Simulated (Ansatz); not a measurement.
One change: `CB(F)[CH2][AlH2]` becomes `C=CCB(C)F`.

Ansatz, PBE0-D4/def2-TZVP geometries, multiplicity 1. Each molecule was computed in one conformer, which needn't be the lowest.

```
                                                                                  property  `CB(F)[CH2][AlH2]`
                                                       HOMO energy (B3LYP/def2-TZVPP) / eV               -7.93
                                                     LUMO energy (ωB97M-V/def2-TZVPP) / eV                0.01
                                                   HOMO–LUMO gap (ωB97M-V/def2-TZVPP) / eV               10.35
                                                         HOMO energy (PBE/def2-TZVPP) / eV               -6.86
                                            zero-point energy (PBE0-D4/def2-TZVP) / kJ/mol               218.1
ideal-gas entropy at 298 K and 1 bar (rigid rotor, harmonic PBE0-D4/def2-TZVP) / J/(mol·K)                 372
```

(1) What does the change do to each property? (An estimate is asked.)

## Answers

(1) Computed: 
```tsv
property	`C=CCB(C)F`	shift
HOMO energy (B3LYP/def2-TZVPP) / eV	-7.05	0.88
LUMO energy (ωB97M-V/def2-TZVPP) / eV	1.64	1.63
HOMO–LUMO gap (ωB97M-V/def2-TZVPP) / eV	11.12	0.77
HOMO energy (PBE/def2-TZVPP) / eV	-6.11	0.75
zero-point energy (PBE0-D4/def2-TZVP) / kJ/mol	298.9	80.8
ideal-gas entropy at 298 K and 1 bar (rigid rotor, harmonic PBE0-D4/def2-TZVP) / J/(mol·K)	368	-4
```

With PBE0 the HOMO rises by 0.88 eV and the LUMO rises by 1.18 eV, so the gap widens by about 0.30 eV. PBE moves the HOMO by 0.75 eV and ωB97M-V by 0.86 eV. The zero-point energy changes by 80.8 kJ/mol with +6 modes. Modes under 60 cm⁻¹, often nearly free rotors, make the harmonic entropy too high.

Positive LUMOs are unbound, so they and the gaps depend on the basis.

B3LYP here is the variant with VWN-RPA as its local correlation; programs differ in this.
